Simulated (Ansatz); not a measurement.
The cluster Al₂O₃, relaxed as a singlet with RKS PBE-D4/def2-SVP in Ansatz, starting from the GFN2-xTB geometry. Force threshold 0.02 eV/Å.

The restricted singlet is unstable towards broken spin symmetry at other levels; at PBE-D4/def2-SVP this wasn't settled. An occupied level of the charge 0 singlet lies above an empty one (by up to 0.04 eV), so this SCF solution is probably not the lowest. Another isomer (singlet) lies 0.44 eV lower at PBE0-D4/def2-TZVP; other spin states weren't run for this one.

Start:

```
atom   x (Å)   y (Å)   z (Å)
 Al1  -0.535  -1.596   0.364
 Al2   0.228   0.679  -0.154
  O3  -1.265  -0.136   0.674
  O4   0.854  -1.090  -0.394
  O5   0.717   2.143  -0.490
```

(1) Estimate the energy that the relaxation releases and the steps that it takes.

(2) Does the start keep its bonding and symmetry?

(3) Predict the relaxed structure.

## Answers

(1) 0.29 eV, in 8 steps; 4.8 s on 4 threads of Arm Neoverse V1 on a shared host. No frequencies were taken in this run, so the end may be a saddle point.

(2) By distances, no bond broke or formed. The bond that changes most is Al2–O5, from 1.58 to 1.67 Å (atoms count from 1). Point group C2v at the start, Cs at the end, both within 0.05 Å.

(3) 
```xyz
5

Al   -0.5718   -1.6010    0.3844
Al    0.3021    0.5768   -0.1895
O    -1.2360   -0.0314    0.6536
O     0.8933   -1.1388   -0.4125
O     0.6123    2.1944   -0.4360
```
Bond lengths (bridged metal pairs left out): 5 × Al–O 1.67 to 1.86 Å.
